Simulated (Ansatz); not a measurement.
C2H3BrN2Si, SMILES `Br/C=N\C1=N[SiH2]1`, one more setting.

```yaml
crystal:
  periodic: [false, false, false]
  atoms:
    - {symbol: Br, position_ang: [0.251363, -2.417169, -1.197248]}
    - {symbol: C, position_ang: [1.510005, -1.003464, -0.986178]}
    - {symbol: N, position_ang: [1.250025, 0.130690, -0.543390]}
    - {symbol: C, position_ang: [0.058136, 0.564517, -0.071641]}
    - {symbol: N, position_ang: [-0.853453, 1.317869, -0.568309]}
    - {symbol: Si, position_ang: [-1.240625, 0.873514, 1.110423]}
    - {symbol: H, position_ang: [2.508234, -1.290493, -1.297314]}
    - {symbol: H, position_ang: [-2.305901, -0.116184, 1.369365]}
    - {symbol: H, position_ang: [-1.089281, 1.894319, 2.167091]}
basis:
  gaussian: {orbitals: def2-mTZVPP, fitting: {mean_field: cc-pVTZ-jkfit}}
magnetization: {spin_polarized: true, initial_magnetization: 0}
hamiltonian: {xc: {name: B3LYP}, dispersion: d3bjatm}
scf: {lower_state_search: light}
output: {forces: true}
```

```sh
$ ansatz run in.yaml --threads 4 --pin off --events-out ev --progress --plain --max-ram 10444MiB
```

It prints (some lines left out):

```
Functional definition: B3LYP
734 factors; integrals over basis functions are off by at most 2.7e-1 eV
mean field evaluation 1: about -83015.0982 eV, gradient 5.3e1 eV
mean field evaluation 2: about -82944.7994 eV, gradient 1.2e2 eV
mean field evaluation 4: about -83026.6583 eV, gradient 1.4e1 eV
mean field evaluation 8: about -83027.5577 eV, gradient 1.2e-1 eV
mean field evaluation 16: about -83027.5580 eV, gradient 3.4e-5 eV
mean field -83027.55802310 eV, -3051.2064792487 hartree, gradient 3.4e-5 eV, S^2 0.000000; 0 other end points of the search recorded, 0 dependent functions left out
reference -83027.55829398 eV, -3051.2064892034 hartree; 39, 39 occupied and 125, 125 virtual orbitals, 734 factors
Total energy: -83028.02531155 eV, -3051.2236517827 hartree
Atom 0 at     0.251363    -2.417169    -1.197248 Å, force    -0.377780    -0.436215    -0.065134 eV/Å
Atom 1 at     1.510005    -1.003464    -0.986178 Å, force     0.494788     0.178315    -0.046606 eV/Å
Atom 2 at     1.250025     0.130690    -0.543390 Å, force     0.177824     0.093586    -0.015979 eV/Å
Atom 3 at     0.058136     0.564517    -0.071641 Å, force    -0.084765     0.090337     0.001892 eV/Å
Atom 4 at    -0.853453     1.317869    -0.568309 Å, force     0.023880     0.099339    -0.269184 eV/Å
Atom 5 at    -1.240625     0.873514     1.110423 Å, force    -0.268607    -0.037793     0.480219 eV/Å
Atom 6 at     2.508234    -1.290493    -1.297314 Å, force    -0.027737     0.012902     0.008435 eV/Å
Atom 7 at    -2.305901    -0.116184     1.369365 Å, force     0.075468     0.070423    -0.018445 eV/Å
Atom 8 at    -1.089281     1.894319     2.167091 Å, force    -0.013072    -0.070894    -0.075197 eV/Å
Dipole moment:     0.115180    -0.273261     0.349290 e Å
```

Run time 3.4 s (4 threads of an Arm Neoverse V2 on a shared host); peak host memory 0.51 GiB.
